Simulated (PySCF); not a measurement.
$^{31}$P chemical shifts

PySCF calculation with σ from GIAO-PBE0/pcSseg-1 and coordinates at the GFN2-xTB level; one computed conformer, isolated molecule, one averaged value for each set of equivalent atoms, non-relativistic Hamiltonian.

Shieldings were converted by a linear fit to measured shifts: $^{31}$P (scatter 18.1 ppm rms vs H3PO4, solution or neat liquid). A few per cent of atoms miss by over 2 rms, more outside the fitted compound classes.

**Question.** Give the $^{31}$P shifts of `CCc1cn(CC)cp1`.

**Answer.** 
```json
{"compound": "CCc1cn(CC)cp1", "environment": "phosphorus bonded to 2 C, in a 5-membered ring", "δ (ppm)": "108.3"}
```

**Question.** Order these by $^{31}$P shift, lowest first.
A. FC(=C=PC[SiH3])C(F)(F)F
B. Cc1cpcn1C(C)C
C. C[P@@H](=O)CCCO
D. N#CCP1CCCCC1
E. CCP(=O)(O)CC
F. C=C[P@TB10](C)(C)(C)C

**Answer.** F (-126.1 ppm, phosphorus bonded to 5 C), D (-49.9 ppm, phosphorus bonded to 3 C, in a 6-membered ring), C (-5.9 ppm, phosphorus bonded to 2 C, O, H), E (47.0 ppm, phosphorus bonded to 2 C, 2 O), B (101.7 ppm, phosphorus bonded to 2 C, in a 5-membered ring), A (183.2 ppm, phosphorus bonded to 2 C).
